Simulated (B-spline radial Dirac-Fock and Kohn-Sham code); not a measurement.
# Binding energies of Pm⁸⁺ at several levels of theory

System: promethium as Pm⁸⁺, [Kr] 4d10 4f3 5s2 5p2.

The density-functional columns are spherical, spin-unpolarised Dirac-Kohn-Sham results without Breit or QED terms: −ε is minus the orbital energy of the initial state and ΔSCF the difference of two total energies. The reference in the last column comes from Dirac-Fock energy differences between relaxed states, corrected for Breit and QED terms. All numbers are from an atomic code on a B-spline grid, in eV; a selection of levels is shown. The Kohn-Sham columns are given as differences from the reference. For the 1s level of heavy atoms much of the gap between ΔSCF and the reference is the Breit and QED part, -184.1 eV here; for other levels the error of the functional can be larger.

```csv
level,LDA −ε − DF,LDA ΔSCF − DF,Dirac-Fock
K (1s),-264.3,+171.5,45319.1
L1 (2s),-142.3,-59.0,7569.5
L2 (2p1/2),-106.2,-2.4,7149.7
L3 (2p3/2),-112.3,-17.5,6596.2
M1 (3s),-73.4,-43.7,1790.0
M2 (3p1/2),-59.0,-27.9,1610.6
M3 (3p3/2),-58.1,-28.6,1497.3
M4 (3d3/2),-38.5,-5.0,1189.5
M5 (3d5/2),-39.1,-6.1,1165.7
N1 (4s),-35.8,-20.5,473.6
N2 (4p1/2),-28.2,-13.2,403.0
N3 (4p3/2),-28.3,-13.7,377.9
N4 (4d3/2),-15.2,-1.2,260.5
N5 (4d5/2),-15.3,-1.4,256.1
"N6,7 (4f)",-9.4,+3.1,127.5
O1 (5s),-5.5,+3.0,152.0
"O2,3 (5p)",-5.9,+2.0,128.6
```

Values without a named source are computed, but for edge energies of neutral atoms, which are taken from tables.
